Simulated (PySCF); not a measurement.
Peak assignment

Molfile (atoms numbered from 1):
```
C3H5FN2Si
     RDKit          3D

 12 11  0  0  0  0  0  0  0  0999 V2000
    0.1067    2.5069    1.0269 N   0  0  0  0  0  0  0  0  0  0  0  0
    0.3308    1.4751    0.5829 C   0  0  0  0  0  0  0  0  0  0  0  0
    0.5339    0.1651    0.0390 C   0  0  0  0  0  0  0  0  0  0  0  0
    1.9720   -0.2612   -0.1440 C   0  0  0  0  0  0  0  0  0  0  0  0
    2.8125    0.8102   -0.2614 F   0  0  0  0  0  0  0  0  0  0  0  0
   -0.4007   -0.6218   -0.2489 N   0  0  0  0  0  0  0  0  0  0  0  0
   -2.1235   -0.5570   -0.1729 Si  0  0  0  0  0  4  0  0  0  0  0  0
    2.2976   -0.8350    0.7339 H   0  0  0  0  0  0  0  0  0  0  0  0
    2.0750   -0.8756   -1.0442 H   0  0  0  0  0  0  0  0  0  0  0  0
   -2.4110   -1.7017    0.6862 H   0  0  0  0  0  0  0  0  0  0  0  0
   -2.7199    0.6722    0.3496 H   0  0  0  0  0  0  0  0  0  0  0  0
   -2.4721   -0.7780   -1.5730 H   0  0  0  0  0  0  0  0  0  0  0  0
  1  2  3  0
  2  3  1  0
  3  4  1  0
  4  5  1  0
  3  6  2  0
  6  7  1  0
  4  8  1  0
  4  9  1  0
  7 10  1  0
  7 11  1  0
  7 12  1  0
M  END
```

PySCF 2.14 calculation with GIAO PBE0/pcSseg-1 shieldings and geometry from GFN2-xTB; rapidly exchanging positions averaged, relativity neglected, a single conformation, no solvent.

Referencing at the same level of theory: ¹³C (σ = 186.93 ppm), ¹H (σ = 31.72 ppm) vs TMS.

Question: Assign these signals to the numbered atoms. ¹³C{¹H} NMR (computed): δ 161.1 (C), 113.7 (C), 90.6 (CH2).

Answer: 
```tsv
δ (ppm)	atoms	environment	reason
161.1	C3	C=N carbon	–
113.7	C2	nitrile carbon	C≡N carbons fall here, among the sp2 signals but without a proton
90.6	C4	sp3 CH2 bonded to F	deshielded by the electronegative neighbour
```

Question: Assign these signals to the numbered atoms. ¹H NMR (600 MHz, computed): δ 5.23 (m, 2H), 5.16 (s, 3H).

Answer: 
| δ (ppm) | atoms | environment | reason |
| --- | --- | --- | --- |
| 5.23 | H8/H9 | hydrogen on an sp3 CH2 bonded to F | its carbon carries F, which withdraws density |
| 5.16 | H10/H11/H12 | hydrogen on a silicon bonded to N | – |

H8/H9 and H10/H11/H12 lie closer than the usual error of such a calculation, so a measured spectrum could show them in the other order.

Splittings by ¹⁹F in the carbon and heteronuclear signals aren't shown, as no couplings were computed. Shifts are as computed. Against solution values, carbons near 30 ppm lie about +3 ppm off and those near 130 ppm about +5 ppm. Of 1211 compounds with measured shifts, 218 miss one by over three times the rms of a fit or turn the order of signals round; such compounds aren't used in these exercises. Multiplicities follow the n + 1 count of equivalent neighbours, as no J values were calculated; m marks all less simple cases, F and P coupling included.
